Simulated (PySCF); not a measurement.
**Shifts of the heteroatoms**

Cartesian coordinates in Å; atom numbers follow the order of the lines, from 1:
```xyz
16

Si    2.816   -0.411   -0.160
O     1.843    0.679   -0.893
C     0.559    0.997   -0.934
C    -0.473    0.434   -0.278
C    -1.853    0.880   -0.414
C    -2.625    0.106    0.374
C    -1.783   -0.861    1.045
C    -0.503   -0.674    0.662
H     2.436   -1.770   -0.542
H     4.083    0.012   -0.738
H     2.765   -0.248    1.292
H     0.368    1.833   -1.604
H    -2.161    1.692   -1.045
H    -3.690    0.171    0.504
H    -2.145   -1.601    1.736
H     0.356   -1.231    0.983
```

PySCF 2.14.0 with density-fitted response routines calculation with shieldings: GIAO PBE0/pcSseg-1 and GFN2-xTB geometry; isolated molecule, averaged over atoms made equivalent by symmetry, fast rotation or ring inversion, relativity neglected, a single conformation.

(1) What are the ²⁹Si shifts?

(2) What are the ¹⁷O shifts?

## Answers

(1) 
```tsv
atoms	environment	σ (ppm)	δ (ppm)
Si1	silicon bonded to O, 3 H	385.4	-36.8
```

Shieldings were converted by a linear fit to measured shifts: ²⁹Si (scatter 8.9 ppm rms, 25.8 ppm with the 6 outliers that the fit left out vs TMS, solution or neat liquid). A few per cent of atoms miss by over 2 rms, more outside the fitted compound classes.

On a 500 MHz spectrometer ²⁹Si resonates near 99.3 MHz, so 1 ppm is 99.3 Hz.

(2) 
| atoms | environment | σ (ppm) | δ (ppm) |
| --- | --- | --- | --- |
| O2 | oxygen bonded to C, Si | 208.9 | 76.4 |

Shieldings were converted by a linear fit to measured shifts: ¹⁷O (scatter 10.7 ppm rms, 12.2 ppm with the 3 outliers that the fit left out vs liquid water, solution or neat liquid). A few per cent of atoms miss by over 2 rms, more outside the fitted compound classes.

On a 600 MHz spectrometer ¹⁷O resonates near 81.3 MHz, so 1 ppm is 81.3 Hz.
